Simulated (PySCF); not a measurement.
# Reading the logs of faulty runs: AlBClH2

Calculated results; nothing here was measured. They come from PySCF 2.14.0, an open-source quantum chemistry program, on an isolated molecule that a program drew, which may never have been made. The molecule is AlBClH2 (charge 0, doublet), drawn as the SMILES string `[AlH2][B]Cl`.

Each row is a Hartree-Fock (HF) and frozen-core CCSD(T) single point in the cc-pV(D+d)Z basis, meant for a local HF minimum. Run 1 is clean. Each other run has one planted mistake out of seven kinds, and not every kind appears here: one electron removed, one electron added, multiplicity raised by two, geometry at a saddle point, minimal basis STO-3G, one bond length entered in bohr, all coordinates scaled. The reference is restricted for singlets and unrestricted otherwise, and also for a bond in bohr. Adding or removing an electron swaps singlet and doublet. Electrons count all cores. HOMO and LUMO are orbital energies over both spins, the gradient is its largest component, and the lowest frequency (negative if imaginary) is given only where the gradient is small. Bond lengths are over the 4 bonds as drawn. T1 is the CCSD diagnostic: over 0.02 (restricted) or 0.045 (unrestricted) a single reference is doubtful.

Geometry of the clean run:
```xyz
5
AlBClH2, angstrom
Al    2.1811    0.1269   -2.0100
B     1.0814   -1.1189   -0.8209
Cl    0.1587   -2.1635    0.1770
H     3.6552    0.4688   -1.5667
H     1.5075    0.6917   -3.3192
```

```
run  electrons  basis functions  <S^2>  HOMO (eV)  LUMO (eV)  gradient (hartree/bohr)  lowest frequency (cm^-1)  mean bond (Å)  longest bond (Å)      T1  HF (hartree)  CCSD(T) (hartree)                          mistake
  1         37               70  0.760      -7.79       0.79                  1.5e-05                        94         1.7278             2.043  0.0198    -727.23690         -727.55142                         no fault
  2         37               70  0.761      -7.85       0.70                  1.3e-02                         -         1.7745             2.098  0.0207    -727.23418         -727.54882           all coordinates scaled
  3         36               70  0.000     -16.80      -6.08                  6.4e-02                         -         1.7278             2.043  0.0213    -726.98338         -727.29327             one electron removed
  4         37               70  1.578      -7.77       0.42                  9.8e-03                         -         2.0786             2.980  0.0669    -727.13594         -727.44435  one bond length entered in bohr
  5         38               70  0.000      -0.44       6.92                  3.3e-02                         -         1.7278             2.043  0.0180    -727.22108         -727.57321                                ?
```

**Which mistake was planted in run 5, and what did it cost?**

It counts 38 electrons, one more than the clean run, at the same geometry and basis. So the mistake is: one electron added. Subtracting run 1 and multiplying by 627.51 kcal/mol a hartree, the energy moved by 9.9 kcal/mol in HF and -13.7 kcal/mol in CCSD(T).

Cautions from the logs. Run 3: T1 is over the limit, so its CCSD(T) energy is less reliable; run 4: T1 is over the limit, so its CCSD(T) energy is less reliable.
